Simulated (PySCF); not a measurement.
A made-up structure of B₂H₃OF, singlet:

B1  (-0.002, 0.008, 0.000)
O2  (-0.743, 1.012, 0.477)
B3  (0.737, -0.990, -0.479)
F4  (0.128, -2.057, -0.974)
H5  (-0.992, 0.999, 1.415)
H6  (-1.006, 1.723, -0.128)
H7  (1.929, -0.941, -0.470)
(Å)

It is relaxed with PBE-D4/def2-SVP and then PBE0-D4/def2-TZVP (PySCF 2.14 with density fitting (its default auxiliary sets; JK sets also for MP2 and CCSD(T))). Atoms count as bonded within 1.22 times the sum of their covalent radii (H–H: 0.88 Å). The end point is not checked to be a true minimum.

(1) Does its bonding change? (A judgement: the text doesn't fix the answer.)

Answers

(1) By the calculation: No: no bond forms or breaks.

Where it ends: The first stage lowers the energy by 1.84 eV in 23 steps. It ends as B₂H₃OF ([OH2][B][BH][F]):
```json
{"atom": "B1", "x (Å)": "-0.1752", "y (Å)": "-0.3094", "z (Å)": "0.6294"}
{"atom": "O2", "x (Å)": "-0.8029", "y (Å)": "1.0232", "z (Å)": "0.4853"}
{"atom": "B3", "x (Å)": "0.7962", "y (Å)": "-1.0026", "z (Å)": "-0.4768"}
{"atom": "F4", "x (Å)": "0.4528", "y (Å)": "-2.0199", "z (Å)": "-1.2907"}
{"atom": "H5", "x (Å)": "-1.2812", "y (Å)": "1.3892", "z (Å)": "1.2354"}
{"atom": "H6", "x (Å)": "-0.8203", "y (Å)": "1.6033", "z (Å)": "-0.3020"}
{"atom": "H7", "x (Å)": "1.9870", "y (Å)": "-0.7921", "z (Å)": "-0.3621"}
```

Labels in which every atom is bracketed show which atoms are joined, not bond orders.

For scale, one of the runs: PBE0-D4/def2-TZVP relaxation, 142 basis functions, launched by `OMP_NUM_THREADS=2 python run.py`. The run took 92 s on 2 CPU threads of an Arm Neoverse V1 (shared host), with 1.4 GiB of host memory at its peak.
